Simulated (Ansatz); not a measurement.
Molecule: Si₂H₅ (charge +1, singlet). 
Coordinates optimised at B3LYP-D3(BJ)/def2-TZVP (Ansatz, an electronic-structure program):
```
Si
H 1 1.4714
H 1 1.4714 2 116.46
H 1 1.4804 2 114.19 3 136.50
Si 1 2.3706 2 105.25 4 107.38
H 5 1.4763 1 123.94 2 153.61
H 5 1.4763 6 112.03 1 -176.74
```
Charge +1, spin multiplicity 1.

Basis-set convergence of Hartree-Fock and CCSD correlation energies (hartree) with Ansatz. Cores are frozen in the correlated levels unless marked. Spin-orbit coupling is left out. No relativistic terms.

```
basis        functions       E(HF)  E(corr, CCSD)
-----------  ---------  ----------  -------------
cc-pV(D+d)Z         71  -580.47318       -0.22790
cc-pV(T+d)Z        148           ?              ?
```

Problem. Fill in the missing entries.

Solution. 
- cc-pV(T+d)Z, E(HF): -580.49727
- cc-pV(T+d)Z, E(corr, CCSD): -0.26850
